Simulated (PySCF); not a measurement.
Record of a relaxation.

Species: C3H5ClGe.
Atom-mapped SMILES: `[Cl:1][Ge@@H:2]1[CH:3]=[CH:4][CH2:5]1` (hydrogens: H6 on Ge2; H7 on C3; H8 on C4; H9, H10 on C5)

Method: PySCF, PBE0-D3(BJ)/def2-SVP geometry optimisation, gas phase; density fitting, grid level 1; the optimiser is geomeTRIC in internal coordinates, started from a GFN2-xTB structure with every atom displaced at random (about 0.01 Å). 8 of its 15 geometries are shown. The frame can shift and turn from step to step; on so coarse a grid that alone can change the energy by a few meV, and forces under 0.02 eV/Å are noise.

Step 0: E = -72204.9886 eV, largest atomic force 2.458 eV/Å
```
atom  x, y, z in Å  |  force x, y, z in eV/Å
Cl1     2.826   -0.214   -0.998    0.423   0.071  -0.400
Ge2     1.166   -0.363    0.333   -1.575   0.017   0.144
C3     -0.517   -1.170   -0.364    2.280  -0.836   0.380
C4     -1.130   -0.013   -0.292   -1.791   1.009  -0.157
C5     -0.265    1.069    0.207    0.666   0.346   1.246
H6      1.753   -0.778    1.691    0.010  -0.005   0.039
H7     -0.875   -2.117   -0.690   -0.435  -0.911  -0.340
H8     -2.183    0.160   -0.553   -0.106  -0.015  -0.025
H9     -0.624    1.546    1.153    0.257  -0.254  -0.358
H10    -0.101    1.861   -0.508    0.271   0.578  -0.530
```

Step 2: E = -72205.1367 eV, largest atomic force 0.270 eV/Å
```
atom  x, y, z in Å  |  force x, y, z in eV/Å
Cl1     3.409   -0.378    0.063   -0.083  -0.024   0.151
Ge2     1.462   -0.496    1.041    0.162   0.024  -0.215
C3      0.057   -1.286   -0.028   -0.157   0.079   0.189
C4     -0.570   -0.094   -0.114    0.003  -0.016   0.026
C5      0.252    0.993    0.553   -0.117   0.030  -0.149
H6      1.706   -0.912    2.499    0.041   0.000   0.006
H7     -0.292   -2.251   -0.402    0.071   0.014  -0.065
H8     -1.541    0.091   -0.597   -0.004  -0.002  -0.003
H9     -0.263    1.574    1.337    0.022  -0.105   0.022
H10     0.683    1.704   -0.170    0.061  -0.001   0.038
```

Step 4: E = -72205.1453 eV, largest atomic force 0.125 eV/Å
```
atom  x, y, z in Å  |  force x, y, z in eV/Å
Cl1     3.427   -0.379    0.107    0.053  -0.015  -0.023
Ge2     1.465   -0.487    1.024   -0.029  -0.023   0.027
C3      0.044   -1.289   -0.019    0.085   0.053   0.056
C4     -0.576   -0.096   -0.119   -0.115   0.028  -0.042
C5      0.241    0.996    0.538    0.092  -0.072  -0.001
H6      1.720   -0.897    2.484   -0.022   0.010   0.011
H7     -0.287   -2.255   -0.405    0.002   0.009  -0.012
H8     -1.548    0.084   -0.603   -0.011   0.004  -0.015
H9     -0.267    1.550    1.343   -0.008  -0.001   0.010
H10     0.684    1.717   -0.167   -0.045   0.006  -0.012
```

Step 6: E = -72205.1466 eV, largest atomic force 0.034 eV/Å
```
atom  x, y, z in Å  |  force x, y, z in eV/Å
Cl1     3.440   -0.408    0.130   -0.012  -0.006   0.016
Ge2     1.464   -0.486    1.029    0.023   0.009  -0.024
C3      0.049   -1.284   -0.021   -0.017  -0.015  -0.013
C4     -0.577   -0.093   -0.125    0.019  -0.016   0.003
C5      0.244    0.996    0.533   -0.007   0.011   0.016
H6      1.698   -0.884    2.495   -0.015   0.003   0.007
H7     -0.276   -2.250   -0.413   -0.001   0.002   0.003
H8     -1.548    0.085   -0.611    0.005   0.002  -0.004
H9     -0.265    1.547    1.340    0.003   0.006  -0.004
H10     0.674    1.722   -0.175    0.001   0.004  -0.001
```

Step 8: E = -72205.1460 eV, largest atomic force 0.039 eV/Å
```
atom  x, y, z in Å  |  force x, y, z in eV/Å
Cl1     3.452   -0.447    0.190   -0.028   0.007   0.017
Ge2     1.455   -0.487    1.041    0.022   0.000   0.001
C3      0.053   -1.282   -0.027   -0.012  -0.007  -0.023
C4     -0.568   -0.090   -0.142    0.029  -0.006   0.006
C5      0.250    0.999    0.523   -0.034   0.019  -0.002
H6      1.646   -0.868    2.518   -0.003  -0.007   0.001
H7     -0.269   -2.248   -0.422   -0.005  -0.004   0.008
H8     -1.531    0.091   -0.641    0.005   0.001  -0.001
H9     -0.266    1.549    1.326    0.001   0.005  -0.009
H10     0.680    1.727   -0.182    0.026  -0.008   0.001
```

Step 10: E = -72205.1461 eV, largest atomic force 0.033 eV/Å
```
atom  x, y, z in Å  |  force x, y, z in eV/Å
Cl1     3.452   -0.459    0.230    0.000   0.006   0.003
Ge2     1.446   -0.489    1.053   -0.014  -0.008   0.028
C3      0.054   -1.283   -0.031    0.011   0.009  -0.006
C4     -0.559   -0.088   -0.156    0.000   0.012  -0.005
C5      0.254    1.001    0.517   -0.014   0.001  -0.014
H6      1.613   -0.867    2.534    0.003  -0.008  -0.001
H7     -0.270   -2.248   -0.425   -0.003  -0.003   0.003
H8     -1.516    0.097   -0.666    0.000   0.000  -0.002
H9     -0.269    1.556    1.311   -0.003   0.002  -0.005
H10     0.699    1.724   -0.184    0.019  -0.011  -0.001
```

Step 12: E = -72205.1463 eV, largest atomic force 0.028 eV/Å
```
atom  x, y, z in Å  |  force x, y, z in eV/Å
Cl1     3.450   -0.455    0.228    0.002   0.002   0.005
Ge2     1.445   -0.490    1.055   -0.017  -0.003   0.022
C3      0.053   -1.282   -0.030    0.004   0.003  -0.011
C4     -0.560   -0.087   -0.156    0.007   0.001  -0.009
C5      0.254    1.000    0.517   -0.010   0.007  -0.004
H6      1.613   -0.869    2.535    0.004  -0.006  -0.002
H7     -0.270   -2.248   -0.424   -0.003   0.000   0.005
H8     -1.515    0.097   -0.668    0.001   0.000  -0.002
H9     -0.269    1.557    1.310   -0.002   0.005  -0.005
H10     0.702    1.722   -0.184    0.014  -0.008   0.000
```

Step 14: E = -72205.1466 eV, largest atomic force 0.020 eV/Å
```
atom  x, y, z in Å  |  force x, y, z in eV/Å
Cl1     3.446   -0.447    0.225    0.003  -0.006   0.012
Ge2     1.443   -0.491    1.058   -0.017   0.003   0.011
C3      0.052   -1.283   -0.028    0.005   0.002  -0.009
C4     -0.559   -0.087   -0.156    0.005   0.003  -0.012
C5      0.254    1.000    0.517   -0.004   0.001   0.001
H6      1.614   -0.874    2.537    0.005  -0.003  -0.001
H7     -0.271   -2.248   -0.424   -0.003  -0.001   0.004
H8     -1.513    0.098   -0.672    0.001   0.000  -0.001
H9     -0.271    1.561    1.307   -0.001   0.004  -0.004
H10     0.708    1.718   -0.183    0.006  -0.003   0.000
```

Question: Summarise the path.

Answer: The energy falls by 15.24 kJ/mol from step 0 to step 14; nine tenths of that is first reached at step 2. It rises by more than 0.2 meV at steps 7 and 8. The largest force goes from 2.458 to 0.020 eV/Å. Among the bonds Ge2–C3 changes most, from 1.992 to 1.934 Å; the atoms move by 0.057 Å rms after alignment.

Question: Follow the three bonds and two angles with the largest change from start to end.

Answer: 
| step | E above end (kJ/mol) | largest force (eV/Å) | Ge2–C3 (Å) | Ge2–C5 (Å) | C4–C5 (Å) | C3–Ge2–C5 (°) | C3–C4–C5 (°) |
| --- | --- | --- | --- | --- | --- | --- | --- |
| 0 | 15.24 | 2.458 | 1.992 | 2.028 | 1.472 | 70.6 | 113.1 |
| 1 | 4.65 | 0.817 | 1.925 | 1.966 | 1.517 | 74.3 | 110.0 |
| 2 | 0.96 | 0.270 | 1.934 | 1.979 | 1.518 | 74.2 | 110.7 |
| 3 | 0.24 | 0.140 | 1.934 | 1.983 | 1.517 | 73.7 | 110.0 |
| 4 | 0.13 | 0.125 | 1.937 | 1.983 | 1.515 | 74.0 | 111.0 |
| 5 | 0.02 | 0.041 | 1.935 | 1.983 | 1.515 | 73.9 | 110.6 |
| 6 | 0.00 | 0.034 | 1.934 | 1.983 | 1.515 | 73.9 | 110.4 |
| 7 | 0.03 | 0.039 | 1.934 | 1.982 | 1.515 | 73.9 | 110.4 |
| 8 | 0.06 | 0.039 | 1.934 | 1.982 | 1.516 | 73.9 | 110.4 |
| 9 | 0.06 | 0.032 | 1.934 | 1.982 | 1.516 | 74.0 | 110.6 |
| 10 | 0.05 | 0.033 | 1.934 | 1.982 | 1.516 | 74.0 | 110.6 |
| 11 | 0.04 | 0.031 | 1.934 | 1.982 | 1.515 | 74.0 | 110.5 |
| 12 | 0.03 | 0.028 | 1.934 | 1.982 | 1.515 | 73.9 | 110.5 |
| 13 | 0.01 | 0.024 | 1.934 | 1.982 | 1.515 | 73.9 | 110.5 |
| 14 | 0.00 | 0.020 | 1.934 | 1.982 | 1.515 | 73.9 | 110.5 |

The cost below is that of the whole optimisation. On one thread, Arm Neoverse V1 (aarch64), no GPU, on a shared host, this took 93 s and 0.50 GiB of memory at its peak.
